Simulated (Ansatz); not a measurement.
Cartesian coordinates in Å:
```
C 0.258 -1.139 0.576
C 0.170 -1.034 -0.762
Ge -0.228 0.863 -1.108
Si -0.056 0.585 1.249
H 0.472 -2.078 1.084
H 0.304 -1.871 -1.445
H -1.590 1.126 -1.777
H 0.857 1.617 -1.897
H 1.084 1.203 1.983
H -1.272 0.728 2.098
```

Charge 0, multiplicity 1.

List the PBE/def2-TZVPP orbital energies in eV (the Gaussian-basis code of Ansatz). (An estimate is asked.)

Ansatz gave: Occupied: -10804.23, -1779.57, -1337.60, -1191.02, -1191.00, -1191.00, -269.39, -269.16, -162.17, -137.31, -113.63, -113.59, -113.59, -94.07, -94.03, -94.03, -29.43, -29.43, -29.41, -29.39, -29.38, -19.20, -14.05, -13.84, -11.68, -11.29, -8.97, -8.63, -8.11, -6.95, -6.91, -6.54. Lowest empty: -1.65, -0.86, -0.39, 0.02, 0.37, 1.02, 1.27, 1.74.
